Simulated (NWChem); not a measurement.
Species: SiH3O2F; SMILES O[SiH](O)F

```xyz
7

Si     0.0332    -0.0149     0.3475
O      0.6474    -1.4513    -0.1950
O     -1.5294     0.1318    -0.2084
F      0.8720     1.2679    -0.2294
H      0.1844    -0.0130     1.8249
H      0.4289    -1.6734    -1.1175
H     -1.8701     1.0402    -0.2795
```
Atoms are numbered in this order, from 1.

Program: NWChem. Pople sets run with spherical d functions. Structure relaxed at the PBE-D3(BJ)/def2-SVP level.

Q: Taking TPSS/6-311++G** as the yardstick, which of these has the fewest basis functions while keeping “highest occupied level (eV)” within 0.05 eV of it: TPSS/6-31G*; TPSS/6-31+G*; TPSS/3-21G; TPSS/STO-3G; TPSS/6-311G**?

A: none of them.
```csv
level,basis functions,highest occupied level (eV)
TPSS/STO-3G,27,-2.54
TPSS/3-21G,46,-7.18
TPSS/6-31G*,66,-7.70
TPSS/6-31+G*,82,-8.18
TPSS/6-311G**,98,-7.97
TPSS/6-311++G**,117,-8.24
```

The yardstick is one finite set, not the basis-set limit.
